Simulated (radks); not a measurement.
Values are calculated unless marked as measured or tabulated.
Polarisability of neutral fluorine, [He] 2s2 2p5, at imaginary frequency. Code: a radial shooting solver on a logarithmic mesh with Libxc functionals. Model: scalar-relativistic Kohn-Sham, LDA (Slater exchange, Perdew-Wang correlation), spin-unpolarised, spherical densities, finite nucleus; Fermi nuclear charge, rms radius 2.8976 fm. Response by self-consistent Sternheimer equations with the Hartree and adiabatic LDA kernel, the relativistic mass of each level held fixed and spin-orbit coupling left out.

w (hartree)  alpha1(iw) (bohr^3)
0.00266                    4.208
0.0143                     4.206
0.0360                     4.196
0.0697                     4.164
0.118                      4.087
0.186                      3.928
0.280                      3.645
0.413                      3.213
0.605                      2.641
0.892                      1.988
1.35                       1.339
2.12                      0.7776
3.59                      0.3658
6.94                      0.1235
17.5                     0.02311

Static values: alpha1 = 4.208 bohr^3 (0.6235 angstrom^3; uncoupled 4.898). C6 = 11.38, triple-dipole C9 = 33.46 atomic units. One-pole (London) frequency 4 C6 / (3 alpha1^2) = 0.857 hartree, against 0.415 for minus the highest occupied eigenvalue. Recommended static value: 3.74 bohr^3 (Schwerdtfeger and Nagle, 2023 table).

Beside tabulated values, note that spin-unpolarised runs miss the spin-polarisation part of the exchange energy of open shells.
